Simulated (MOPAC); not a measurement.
A run for MOPAC: AM1 on AlH3Se2 (SMILES [SeH][AlH][SeH]), a point of a torsion scan.

```
AM1 1SCF PRECISE CHARGE=0 THREADS=1
AlH3Se2

Se    -2.22685218 1    -0.25201404 1    -0.65348279 1
Al    -0.13293669 1     0.49317770 1    -0.04597263 1
Se     1.68742539 1    -0.83033529 1     0.47500114 1
H     -2.37479863 1    -0.95160252 1     0.60410640 1
H      0.13438768 1     2.00144380 1     0.00443684 1
H      2.41997539 1     0.36645628 1     0.80305344 1
```

The log:

```
*******************************************************************************
 **                                                                           **
 **                              MOPAC v23.2.5                                **
 **                                                                           **
 *******************************************************************************
 ** MOPAC's Digital Object Identifier: https://doi.org/10.5281/zenodo.6511958 **
 **                                                                           **
 ** Please cite the open-source release paper for use of this MOPAC version:  **
 ** J. E. Moussa and J. J. P. Stewart (2026)                                  **
 ** MOPAC: An open-source semiempirical molecular orbital program             **
 ** J. Open Source Softw., 11(119), 8025, https://doi.org/10.21105/joss.08025 **
 *******************************************************************************

                              AM1 CALCULATION RESULTS

 *******************************************************************************
 *  AM1        - The AM1 Hamiltonian to be used
 *
 *
 *
 *                 CHARGE ON SYSTEM = 0
 *
 *
 *
 *  PRECISE    - TIGHTER CRITERIA TO BE USED
 *  1SCF       - DO 1 SCF AND THEN STOP
 *  THREADS=1  - MULTI-THREADING NOT USED
 *  T=         - A TIME OF 172800.0 SECONDS REQUESTED
 *  DUMP=N     - RESTART FILE WRITTEN EVERY 7200.0 SECONDS REQUESTED
 *******************************************************************************
AM1 1SCF PRECISE CHARGE=0 THREADS=1
 AlH3Se2

   ATOM   CHEMICAL          X               Y               Z
  NUMBER   SYMBOL      (ANGSTROMS)     (ANGSTROMS)     (ANGSTROMS)

     1      Se         -2.22685218  *  -0.25201404  *  -0.65348279  *
     2      Al         -0.13293669  *   0.49317770  *  -0.04597263  *
     3      Se          1.68742539  *  -0.83033529  *   0.47500114  *
     4       H         -2.37479863  *  -0.95160252  *   0.60410640  *
     5       H          0.13438768  *   2.00144380  *   0.00443684  *
     6       H          2.41997539  *   0.36645628  *   0.80305344  *



          CARTESIAN COORDINATES

    NO.       ATOM           X           Y           Z

     1        Se         -2.2269     -0.2520     -0.6535
     2        Al         -0.1329      0.4932     -0.0460
     3        Se          1.6874     -0.8303      0.4750
     4         H         -2.3748     -0.9516      0.6041
     5         H          0.1344      2.0014      0.0044
     6         H          2.4200      0.3665      0.8031

  H: (AM1): M.J.S. DEWAR ET AL, J. AM. CHEM. SOC. 107 3902-3909 (1985)
 Al: (AM1): M. J. S. Dewar, A. J. Holder, Organometallics, 9, 508-511 (1990).
 Se: (AM1): J. J. P. STEWART, J. MOL. MOD., 10, 155-164 (2004)

           Empirical Formula: H3 Se2 Al  =     6 atoms



      MOLECULAR POINT GROUP   :   C1


      RHF CALCULATION, NO. OF DOUBLY OCCUPIED LEVELS = 9


 -------------------------------------------------------------------------------
 AM1 1SCF PRECISE CHARGE=0 THREADS=1
 AlH3Se2



     1SCF WAS SPECIFIED, SO BFGS WAS NOT USED
     SCF FIELD WAS ACHIEVED


                              AM1 CALCULATION
                                                       MOPAC v23.2.5 Linux




          FINAL HEAT OF FORMATION =         28.10625 KCAL/MOL =     117.59657 KJ/MOL


          COSMO AREA              =        130.71 SQUARE ANGSTROMS
          COSMO VOLUME            =        122.35 CUBIC ANGSTROMS

          IONIZATION POTENTIAL    =          7.911722 EV
          HOMO LUMO ENERGIES (EV) =         -7.912 -1.670
          NO. OF FILLED LEVELS    =          9
          MOLECULAR WEIGHT        =        187.9252         POINT GROUP:  C1

          MOLECULAR DIMENSIONS (Angstroms)

            Atom       Atom       Distance
            H     6    H     4     4.97662
            H     5   Se     3     3.17284
           Se     1    H     4     1.16924


          SCF CALCULATIONS        =          1





   ATOM   CHEMICAL          X               Y               Z
  NUMBER   SYMBOL      (ANGSTROMS)     (ANGSTROMS)     (ANGSTROMS)

     1      Se         -2.22685218  *  -0.25201404  *  -0.65348279  *
     2      Al         -0.13293669  *   0.49317770  *  -0.04597263  *
     3      Se          1.68742539  *  -0.83033529  *   0.47500114  *
     4       H         -2.37479863  *  -0.95160252  *   0.60410640  *
     5       H          0.13438768  *   2.00144380  *   0.00443684  *
     6       H          2.41997539  *   0.36645628  *   0.80305344  *

                             CARTESIAN COORDINATES

   1   Se       -2.226852180    -0.252014040    -0.653482790
   2   Al       -0.132936690     0.493177700    -0.045972630
   3   Se        1.687425390    -0.830335290     0.475001140
   4    H       -2.374798630    -0.951602520     0.604106400
   5    H        0.134387680     2.001443800     0.004436840
   6    H        2.419975390     0.366456280     0.803053440


           Empirical Formula: H3 Se2 Al  =     6 atoms



      MOLECULAR POINT GROUP   :   C1


                  EIGENVALUES
 -20.14669 -19.95312 -13.91910 -12.69841 -12.36543 -10.60672 -10.29035  -8.61387
  -7.91172  -1.67010  -1.57030  -0.85182   0.35391   0.56202   2.04230


              NET ATOMIC CHARGES AND DIPOLE CONTRIBUTIONS

  ATOM NO.   TYPE          CHARGE      No. of ELECS.   s-Pop       p-Pop
    1         Se           0.066589        5.9334     1.96696     3.96645
    2         Al          -0.175730        3.1757     1.20434     1.97139
    3         Se           0.128800        5.8712     1.96718     3.90402
    4          H          -0.006421        1.0064     1.00642
    5          H           0.003666        0.9963     0.99633
    6          H          -0.016903        1.0169     1.01690
 DIPOLE           X         Y         Z       TOTAL
 POINT-CHG.     0.323    -0.976     0.040     1.029
 HYBRID         0.376     0.557     0.797     1.042
 SUM            0.699    -0.419     0.837     1.168


          ATOMIC ORBITAL ELECTRON POPULATIONS

     Atom    s        px        py        pz
    1 Se   1.96696   1.20285   1.63752   1.12607
    2 Al   1.20434   0.76485   0.86274   0.34379
    3 Se   1.96718   1.18763   0.99822   1.71817
    4  H   1.00642
    5  H   0.99633
    6  H   1.01690

 **********************
 *                    *
 * JOB ENDED NORMALLY *
 *                    *
 **********************




 == MOPAC DONE ==
```

The run finished.

Cost: roughly 0.020 core-seconds.
